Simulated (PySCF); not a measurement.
## Ru₃, singlet: data card

Method: PBE0 in PySCF with Ru def2-TZVP with ECP28; scalar-relativistic core potentials, no spin–orbit coupling; density-fitted integrals.

The structure is a higher-order saddle point with 2 imaginary modes (one degenerate set).

Coordinates in bohr (charge 0 multiplicity 1):
```
Ru    0.0000    0.0000    0.0000
Ru    0.0000    0.0000    3.8558
Ru    0.0000    0.0000   -3.8558
```

```json
{"Point group": "D∞h", "Bond lengths": "Ru–Ru 2.040 Å (×2)", "Bond angles": "Ru–Ru–Ru 180.0°", "Atomisation energy without zero-point energy": "172 kJ/mol", "Principal quadrupole moments (Buckingham, traceless) about the centre of mass": "-10.00, -10.00, 20.00 D Å", "Principal polarisabilities": "95.6, 95.6, 223.4 bohr³", "Rotational constants": "0.01987 cm⁻¹", "Highest occupied level": "-4.82 eV", "Zero-point energy (real modes)": "4.4 kJ/mol", "Lowest empty level": "-2.96 eV", "Dipole moment": "0.00 D"}
```

Harmonic modes (masses in u: Ru 101.904):
```json
{"symmetry": "πu", "ω (cm⁻¹)": "37i", "IR (km/mol, summed over degenerate members)": "–", "μ (u)": "101.90"}
{"symmetry": "σg+", "ω (cm⁻¹)": "303", "IR (km/mol, summed over degenerate members)": "0.0", "μ (u)": "101.90"}
{"symmetry": "σu+", "ω (cm⁻¹)": "435", "IR (km/mol, summed over degenerate members)": "3.3", "μ (u)": "101.90"}
```

In D∞h the vibrations span πu + σg+ + σu+. The σg+ mode carries no infrared intensity, as symmetry demands. With a centre of inversion only u modes can be infrared active and only g modes Raman active.

Charges (e):
| atom | Mulliken | Löwdin | polar tensor | Mayer order to Ru1 |
| --- | --- | --- | --- | --- |
| Ru1 | -0.15 | 0.16 | -0.09 | – |
| Ru2,3 | 0.07 | -0.08 | 0.05 | 2.68 |
Other Mayer orders above 0.3: Ru–Ru 1.47.

Mulliken populations on Ru1 (electrons outside its core potential): s 3.08, p 6.24, d 6.80, f 0.03.

Outer orbital energies (eV). occupied: -6.47, -5.98, -5.98, -5.61, -5.60, -5.55, -4.98, -4.82; empty: -2.96, -2.87, -1.53, -1.50.

Stability towards spin polarisation was not tested. Only a few start shapes were tried, so a lower isomer may exist. At this level a singlet minimum of C2v symmetry lies 23 kJ/mol below this structure.

The final relaxation and frequency run took 24 s on 4 threads of a shared Arm Neoverse V2 host, with 120 basis functions and 6 gradients; the process peaked at 1.1 GiB. Launch command: `OMP_NUM_THREADS=4 python axn.py task.json out`.
